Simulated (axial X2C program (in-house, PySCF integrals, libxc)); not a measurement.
Nuclear properties of Sb₂

Computed with an axial X2C code built on PySCF integrals: two-component X2C with atomic mean-field Coulomb and Gaunt terms, Gaussian nuclei, basis Sb dyall-cv3z with contracted cores.

R = 2.476 Å (near the PBE0 minimum at charge 0 of the determinant lowest at the starting distance; the state shown can have its own minimum elsewhere).

Input and command:
```json
{"zs": [51, 51], "q": 0, "bas": ["dyall-cv3z", "dyall-cv3z"], "r0": 2.8, "levels": ["PBE0", "HF", "PBE", "PBE50", "TPSSh"], "nst": 3}
```
```bash
python soeom.py task.json out
```

Keys: zs atomic numbers; q charge; bas basis sets; r0 starting distance in Å; levels methods; nst determinants followed.

Determinant lowest in the PBE0 search, Ω = 0 (closed shell), highest spinor 95% Sb p:

```tsv
level	qzz Sb (a.u.)
PBE0	-4.19
HF	-5.06
PBE	-3.90
PBE50	-4.48
TPSSh	-3.98
```

Determinant 1.44 eV from it at PBE0 and this distance, Ω = 1 (⟨Sz⟩ = 0.99, ⟨Lz⟩ = 0.01 at PBE0), spin on the atoms Sb 0.49, Sb 0.49:

```tsv
level	A∥/gI Sb (MHz)	qzz Sb (a.u.)
PBE0	-518	-3.48
HF	-439	-4.02
PBE	-513	-3.34
PBE50	-503	-3.63
TPSSh	-503	-3.33
```

A∥ (defined per Ω) follows by multiplying with gI = μI/(I μN); qzz is the electric field gradient, eQq0 = 234.96 MHz × Q/barn × qzz. The operators were transformed with the bare-nucleus X2C matrices; with these basis sets, hyperfine constants and field gradients can be off by tens of per cent, and where levels differ in sign neither size nor sign is settled.

Problem. With Q(121Sb) = -0.543 barn (Q from Pyykkö, Mol. Phys. 2018), turn the PBE0 values of the first state into constants in MHz.

Solution. eQq0(121Sb) = 234.96 × (-0.543) × (-4.19) = 535 MHz.

Each state is one determinant with collinear spin, which with several unpaired electrons need not be a pure state. Unrestricted Hartree–Fock can overshoot spin polarisation at the nuclei. A closed determinant beside an open π² or δ² triplet, such as (π1/2)², mixes with its partner pair into the 0⁺ component of the triplet and ¹Σ⁺, so its energy is not that of a level, and 0⁺ can lie lowest. With several open shells hyperfine constants can be off by a factor of several. Open-shell Ω = 0 determinants with evenly filled partner blocks cannot be reached by this program, so the Ω shown need not be the lowest component. The search compared states at one distance, so a state with another bond length can lie lower. Further determinants of the search, some of them spin-mixed, are not shown. PBE0 term energies can be off by some tenths of an eV.
